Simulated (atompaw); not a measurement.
Building the PAW (atompaw) potential for arsenic (As) (PBEsol, scalar-relativistic).

* Element: As
* Generator: atompaw 4.2.0.5
* Type: PAW
* Functional: PBEsol
* Relativity: scalar-relativistic
* Frozen core: [Ar] 3d10
* Valence charge: 5
* Reference configuration: 4s2 4p3
* Partial waves: 4s (bound); 4s channel at 1.2 Ry; 4p (bound); 4p channel at 0.5 Ry; 4d channel at 0.05 Ry; 4d channel at 0.5 Ry
* Local potential: bessel scheme, radius 1.50 bohr
* Core correction: smooth core density matched at 1.50 bohr
* Augmentation charge: besselshape compensation charge, radius 1.60 bohr; PAW radius 2.15 bohr; waves and projectors: bloechl

All-electron outer shells of the reference configuration (PBEsol, scalar-relativistic, ld1.x):

| shell | level (eV) | outermost node (bohr) | outermost maximum (bohr) |
| --- | --- | --- | --- |
| 3p | -133.47 | 0.22 | 0.52 |
| 3d | -40.64 | – | 0.47 |
| 4s | -14.50 | 0.73 | 1.61 |
| 4p | -5.20 | 0.78 | 1.97 |

Task: Does the generator finish with these settings?

Result: No. atompaw 4.2.0.5 stopped with "atompaw: The overlap operator has at least one negative eigenvalue!": the overlap operator built from these waves and projectors is not positive definite.
